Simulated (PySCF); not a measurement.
CH7NO2Si2.
Atom-mapped SMILES: `[NH2:1][Si@H:2]([CH:3]=[O:4])[O:5][SiH3:6]` (hydrogens: H7, H8 on N1; H9 on Si2; H10 on C3; H11, H12, H13 on Si6)

Method: PBE0-D3(BJ)/def2-SVP geometry optimisation, gas phase in PySCF 2.14.0; density fitting, grid level 1; the optimiser is geomeTRIC in internal coordinates, started from a GFN2-xTB structure with every atom displaced at random (about 0.01 Å).

Step 4: E = -22468.4445 eV
```
atom  x, y, z in Å  |  force x, y, z in eV/Å
N1     -1.6927   -0.8237   -0.2589    0.029   0.097  -0.019
Si2    -0.6365    0.1187    0.7122   -0.011  -0.058  -0.034
C3     -1.0993    1.9262    0.2500    0.359  -0.066  -0.064
O4     -2.2397    2.3023    0.3517   -0.360   0.087   0.002
O5      0.9418   -0.1866    0.3441   -0.053   0.083   0.121
Si6     2.2283   -0.7791   -0.4996    0.012  -0.033  -0.072
H7     -2.6024   -0.4401   -0.4922    0.002   0.027  -0.004
H8     -1.7202   -1.8323   -0.1981   -0.034  -0.126   0.038
H9     -0.7561   -0.0556    2.1891    0.011   0.003   0.010
H10    -0.3083    2.6319   -0.1401   -0.001  -0.004   0.044
H11     3.4396   -0.6973    0.3648    0.019   0.001  -0.012
H12     1.9869   -2.2044   -0.8769    0.008  -0.007  -0.006
H13     2.4437    0.0242   -1.7396    0.021  -0.004  -0.004
```

Step 5: E = -22468.4628 eV
```
atom  x, y, z in Å  |  force x, y, z in eV/Å
N1     -1.6295   -0.8051   -0.2636   -0.020  -0.228   0.075
Si2    -0.5901    0.1288    0.7358   -0.123  -0.031  -0.038
C3     -1.1355    1.9107    0.2406    0.276  -0.147  -0.012
O4     -2.3223    2.1302    0.1881   -0.112   0.152  -0.069
O5      1.0017   -0.1674    0.4187    0.086   0.076   0.054
Si6     2.2281   -0.7904   -0.5012    0.015  -0.082  -0.105
H7     -2.4944   -0.3458   -0.5361    0.004  -0.007  -0.006
H8     -1.7738   -1.8022   -0.1205    0.030   0.185  -0.016
H9     -0.7504   -0.0361    2.2122    0.034   0.001  -0.035
H10    -0.3899    2.7176   -0.0226   -0.107   0.000   0.080
H11     3.4774   -0.8232    0.3138   -0.042   0.029   0.012
H12     1.9052   -2.1826   -0.9432   -0.023   0.030   0.031
H13     2.4585    0.0494   -1.7155   -0.019   0.023   0.029
```

Step 6: E = -22468.4752 eV
```
atom  x, y, z in Å  |  force x, y, z in eV/Å
N1     -1.5987   -0.8199   -0.2573   -0.070  -0.264   0.126
Si2    -0.5780    0.1270    0.7498   -0.160  -0.012  -0.052
C3     -1.1341    1.9016    0.2280    0.014  -0.109   0.012
O4     -2.3210    2.0874    0.0735    0.145   0.084  -0.055
O5      1.0220   -0.1545    0.4614    0.151   0.054   0.012
Si6     2.2141   -0.7850   -0.5039   -0.002  -0.070  -0.090
H7     -2.4419   -0.3365   -0.5584    0.004  -0.023  -0.018
H8     -1.7905   -1.8038   -0.0720    0.070   0.253  -0.045
H9     -0.7591   -0.0273    2.2251    0.037   0.005  -0.039
H10    -0.4001    2.7405    0.0545   -0.081  -0.007   0.059
H11     3.4813   -0.8639    0.2799   -0.052   0.031   0.022
H12     1.8509   -2.1590   -0.9709   -0.025   0.033   0.037
H13     2.4401    0.0774   -1.7033   -0.031   0.025   0.032
```

Step 7: E = -22468.4885 eV
```
atom  x, y, z in Å  |  force x, y, z in eV/Å
N1     -1.4431   -0.9257   -0.1959   -0.289  -0.022   0.241
Si2    -0.5213    0.0988    0.8310   -0.257   0.104   0.143
C3     -1.0646    1.8370    0.1659   -0.767  -0.045  -0.435
O4     -2.0632    1.9134   -0.5336    0.723  -0.086   0.461
O5      1.1131   -0.1028    0.6864    0.174  -0.108  -0.259
Si6     2.0917   -0.7298   -0.5169    0.095  -0.049  -0.002
H7     -2.1489   -0.3545   -0.6659    0.019  -0.093  -0.147
H8     -1.8670   -1.7914    0.1389    0.248   0.197  -0.108
H9     -0.8064    0.0093    2.2938    0.015   0.004  -0.029
H10    -0.5192    2.7804    0.4255    0.115   0.031   0.036
H11     3.4353   -0.9937    0.0715   -0.025   0.020   0.043
H12     1.5298   -2.0038   -1.0568    0.004   0.028   0.034
H13     2.2488    0.2469   -1.6375   -0.057   0.020   0.024
```

Q: Estimate the geometry and energy of step 8. (The exact step hangs on the optimiser's Hessian estimate; all steps are aligned on step 7, rigid shifts and turns removed.)

A: E = -22468.5105 eV, largest force 0.622 eV/Å
```
atom  x, y, z in Å  |  force x, y, z in eV/Å
N1     -1.5380   -0.8957   -0.2188   -0.156   0.028   0.125
Si2    -0.5788    0.1095    0.7904   -0.074   0.053  -0.105
C3     -1.0760    1.8801    0.1982   -0.601   0.080  -0.142
O4     -2.1874    2.0835   -0.2542    0.525  -0.211   0.155
O5      1.0428   -0.1187    0.5625    0.173  -0.066  -0.059
Si6     2.1444   -0.7508   -0.5163   -0.066   0.067   0.053
H7     -2.3276   -0.4041   -0.6371    0.062  -0.055  -0.026
H8     -1.7960   -1.8431    0.0433    0.057   0.118  -0.049
H9     -0.8066   -0.0091    2.2600    0.027  -0.007  -0.004
H10    -0.3600    2.7413    0.2814    0.097   0.010   0.033
H11     3.4563   -0.8728    0.1803   -0.017  -0.002   0.015
H12     1.7068   -2.0957   -0.9932   -0.003  -0.008   0.006
H13     2.3049    0.1596   -1.6899   -0.023  -0.005  -0.003
```

The energy changes by -0.0220 eV. The first-order estimate −F·Δx gives -0.1042 eV and the mean of the old and new forces, exact on a quadratic surface, -0.0352 eV. The step makes an angle of 83° with the force vector and moves no atom by more than 0.350 Å.

The cost below is that of the whole optimisation. On one thread, Arm Neoverse V1 (aarch64), on a shared host, this took 2.1 min and 0.53 GiB of memory at its peak.
